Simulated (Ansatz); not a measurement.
The inner images of a band of CH5AlF2OS (11 atoms, charge 0, multiplicity 1) are given out of order.

Theory: Ansatz 0.2.0, UKS B3LYP/6-31G.

Initial state:

```xyz
11
Properties=species:S:1:pos:R:3
Al -0.215 0.757 0.814
O -0.510 -0.604 -0.143
C -1.083 -1.860 -0.459
F -0.941 2.250 0.411
F 0.236 0.630 2.454
H 1.772 1.586 -1.471
S 2.085 1.277 -0.170
H -0.809 -2.138 -1.483
H -2.178 -1.823 -0.393
H -0.720 -2.641 0.222
H 2.363 2.566 0.219
```

Final state:

```xyz
11
Properties=species:S:1:pos:R:3
Al 0.099 1.046 0.685
O 0.033 -0.368 -0.601
C -0.824 -1.575 -0.473
F -0.964 2.291 0.178
F -0.529 0.108 1.983
H 0.625 -0.352 -1.374
S 2.322 1.491 0.478
H -1.594 -1.547 -1.245
H -1.247 -1.497 0.525
H -0.195 -2.462 -0.560
H 2.274 2.865 0.403
```

Task: Put them in order from the first end to the last, with their energies above the first end.
A.
```xyz
11
Properties=species:S:1:pos:R:3
Al -0.113 0.873 1.042
O -0.051 -0.388 -0.207
C -0.857 -1.531 -0.564
F -1.129 2.215 0.780
F 0.081 0.393 2.663
H 1.395 0.238 -0.681
S 2.107 1.359 -0.061
H -0.489 -1.927 -1.515
H -1.908 -1.245 -0.687
H -0.781 -2.313 0.200
H 1.749 2.327 -0.970
```
B.
```xyz
11
Properties=species:S:1:pos:R:3
Al -0.172 0.743 0.938
O -0.361 -0.552 -0.153
C -1.025 -1.761 -0.492
F -0.950 2.232 0.626
F 0.191 0.473 2.580
H 1.702 1.105 -1.408
S 2.084 1.329 -0.109
H -0.602 -2.154 -1.423
H -2.100 -1.594 -0.647
H -0.900 -2.520 0.291
H 2.133 2.699 -0.202
```
C.
```xyz
11
Properties=species:S:1:pos:R:3
Al 0.115 1.049 1.014
O 0.046 -0.372 -0.259
C -0.839 -1.514 -0.572
F -1.169 2.132 0.700
F 0.085 0.333 2.565
H 0.925 -0.301 -0.720
S 2.194 1.553 0.096
H -0.530 -1.930 -1.531
H -1.857 -1.131 -0.637
H -0.752 -2.257 0.221
H 1.782 2.438 -0.878
```
D.
```xyz
11
Properties=species:S:1:pos:R:3
Al 0.140 1.013 0.751
O 0.004 -0.341 -0.594
C -0.854 -1.545 -0.486
F -0.985 2.255 0.396
F -0.346 -0.002 2.047
H 0.669 -0.356 -1.307
S 2.331 1.523 0.377
H -1.312 -1.736 -1.456
H -1.602 -1.302 0.265
H -0.247 -2.385 -0.150
H 2.204 2.876 0.158
```
E.
```xyz
11
Properties=species:S:1:pos:R:3
Al -0.144 0.760 0.994
O -0.206 -0.497 -0.186
C -0.980 -1.651 -0.522
F -1.007 2.210 0.735
F 0.140 0.384 2.630
H 1.821 0.609 -1.077
S 2.102 1.449 -0.022
H -0.595 -2.070 -1.458
H -2.038 -1.396 -0.670
H -0.909 -2.420 0.257
H 1.815 2.622 -0.681
```
F.
```xyz
11
Properties=species:S:1:pos:R:3
Al 0.190 0.978 0.793
O 0.023 -0.345 -0.578
C -0.886 -1.514 -0.481
F -1.032 2.147 0.525
F -0.133 -0.081 2.103
H 0.729 -0.405 -1.246
S 2.330 1.607 0.311
H -0.997 -1.946 -1.475
H -1.840 -1.127 -0.126
H -0.471 -2.225 0.231
H 2.086 2.912 -0.056
```
G.
```xyz
11
Properties=species:S:1:pos:R:3
Al 0.207 0.980 0.898
O 0.108 -0.408 -0.413
C -0.902 -1.485 -0.527
F -1.137 1.987 0.568
F 0.067 0.069 2.340
H 0.902 -0.494 -0.975
S 2.280 1.705 0.253
H -0.792 -1.961 -1.501
H -1.875 -1.002 -0.447
H -0.747 -2.194 0.286
H 1.889 2.803 -0.483
```

Result: B (+0.011 eV), E (+0.040 eV), A (+0.092 eV), C (-0.722 eV), G (-0.837 eV), F (-0.862 eV), D (-0.884 eV).

Run time: 10 min on 2 threads of Intel(R) Xeon(R) Platinum 8259CL CPU @ 2.50GHz (Skylake/Cascade Lake) (shared host), peak memory 0.29 GiB.
